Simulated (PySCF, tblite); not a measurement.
C6H9P.
Numbering: `[CH2:1]=[CH:2][P:3]1[CH:4]=[CH:5][CH2:6][CH2:7]1` (hydrogens: H8, H9 on C1; H10 on C2; H11 on C4; H12 on C5; H13, H14 on C6; H15, H16 on C7)

Structure optimised with GFN2-xTB, isolated species.

Q: Give the optimised bond lengths and angles.

A: 
| bond | length (pm) | order |
| --- | --- | --- |
| C1=C2 | 132.2 | double |
| C2–P3 | 183.5 | single |
| P3–C4 | 182.6 | single |
| C4=C5 | 132.5 | double |
| C5–C6 | 149.6 | single |
| C6–C7 | 153.2 | single |
| P3–C7 | 187.6 | single |
| C1–H8 | 107.8 | single |
| C1–H9 | 107.9 | single |
| C2–H10 | 108.4 | single |
| C4–H11 | 107.8 | single |
| C5–H12 | 108.1 | single |
| C6–H13, C6–H14 | 109.4 | single |
| C7–H15, C7–H16 | 109.2 | single |

Bonds in one row agree within 1 pm and their mean is given. Orders are formal, as drawn. A selection of angles:
| angle | degrees |
| --- | --- |
| C2–C1–H8 | 121.3 |
| C2–C1–H9 | 122.3 |
| H8–C1–H9 | 116.3 |
| C1–C2–P3 | 121.8 |
| C1–C2–H10 | 121.2 |
| P3–C2–H10 | 117.0 |
| C2–P3–C4 | 96.7 |
| C2–P3–C7 | 97.7 |
| C4–P3–C7 | 88.8 |
| P3–C4–C5 | 114.3 |
| P3–C4–H11 | 121.1 |
| C5–C4–H11 | 124.7 |
| C4–C5–C6 | 116.9 |
| C4–C5–H12 | 124.1 |
| C6–C5–H12 | 119.0 |
| C5–C6–C7 | 107.4 |
| C5–C6–H13 | 109.0 |
| C5–C6–H14 | 111.0 |
| C7–C6–H13 | 110.9 |
| H13–C6–H14 | 107.2 |
| C6–C7–H15 | 110.2 |
| C6–C7–H16 | 113.1 |
| P3–C7–C6 | 108.5 |
| P3–C7–H15 | 106.5 |
| P3–C7–H16 | 110.5 |
| H15–C7–H16 | 107.8 |

Torsions: C1–C2–P3–C4 -163° (antiperiplanar); C2–P3–C4–C5 -87° (synclinal); P3–C4–C5–C6 1° (synperiplanar); C4–C5–C6–C7 -14° (synperiplanar); C5–C6–C7–P3 21° (synperiplanar); C2–P3–C7–C6 79° (synclinal). The mirror-image conformer, all signs reversed, is as good.

The 3 C–P bonds span 1.826 Å (P3–C4, drawn single) to 1.876 Å (P3–C7, drawn single), a spread of 0.050 Å. P3 (phosphine phosphorus) is pyramidal (angles 97.7°, 96.7° and 88.8°, sum 283.2°, 0.98 Å off the plane of its three neighbours). The C–C distances run from 1.322 Å (C1=C2, drawn double) to 1.532 Å (C6–C7, drawn single), a spread of 0.210 Å. The 5-membered ring P3–C4–C5–C6–C7 has internal angles of 88.8° to 116.9°; it is puckered, 0.10 Å rms from its mean plane, widest ring torsion 21°.

Point group: C1 (no symmetry element, even within 0.4 Å). GFN2-xTB frequencies show an imaginary mode (32i cm⁻¹), so the point is no minimum at that level. 3 starts were optimised and ended at 0.00, 0.11 and 0.38 kcal/mol (GFN2-xTB); the lowest of these is shown.

The numbers are calculated, not measured.
